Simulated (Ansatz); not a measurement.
A structure relaxed at PBE0-D4/def2-TZVP, charge 0, multiplicity 1:

```xyz
12

N    -1.3470   -0.4293    1.0312
C    -0.1854    0.2698    0.5485
C     1.1041   -0.5054    0.1385
O     1.3829    0.0593   -1.1623
Si   -0.0695    0.8782   -1.2332
H    -1.6637   -1.1353    0.3794
H    -1.1745   -0.8824    1.9202
H     0.0682    1.0661    1.2539
H     1.9644   -0.3491    0.7963
H     0.9090   -1.5807    0.0535
H     0.0705    2.3245   -1.5476
H    -1.0590    0.2844   -2.1783
```

(1) Give its formula and SMILES.

(2) Summarise the bond lengths by kind.

## Answers

(1) C2H7NOSi, `NC1CO[SiH2]1`.

(2) 1 × C–N 1.439 Å; 2 × H–N 1.012 to 1.013 Å; 1 × C–C 1.559 Å; 1 × C–Si 1.886 Å; 3 × C–H 1.094 to 1.096 Å; 1 × C–O 1.445 Å; 1 × O–Si 1.669 Å; 2 × H–Si 1.487 to 1.492 Å.

All numbers were calculated with Ansatz.
